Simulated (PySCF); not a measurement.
# Ionising ZnS

PBE; basis Zn 6-31G(d,p), S 6-31G(d,p); no relativity; PySCF 2.14. Neutral (UKS): singlet (closed shell), Re = 2.029 Å, ωe = 477 cm⁻¹, De = 2.29 eV, HOMO -5.33 eV, LUMO -4.66 eV.

ZnS⁺ (UKS): doublet (π ↑), Re = 2.129 Å, ωe = 396 cm⁻¹, De = 2.51 eV to Zn⁺ + S. The energies at the minima are -2176.74373 hartree for ZnS and -2176.42868 for ZnS⁺.

Task: Work out the adiabatic ionisation energy, without and with harmonic zero-point energies (1 hartree = 27.2114 eV, 1 eV = 8065.5 cm⁻¹), and the change of the bond length.

Result: At PBE: 0.31505 hartree = 8.573 eV between the minima; the zero-point term (396.0 − 477.0)/2 cm⁻¹ = -0.005 eV makes it 8.568 eV. Re changes by +10.0 pm against the neutral. Minus the HOMO energy is 5.33 eV, -3.24 eV from the value between the minima; self-interaction puts the Kohn–Sham level too high, less so with exact exchange. The electron leaves a π orbital; in so polar a molecule the change of length follows mostly from the change of the ionic charges.

For an ion De counts to the pair picked by the measured ionisation energies or electron affinities, which need not be the lowest pair at this level. States were picked by a PBE0 search and need not be the measured ground states.
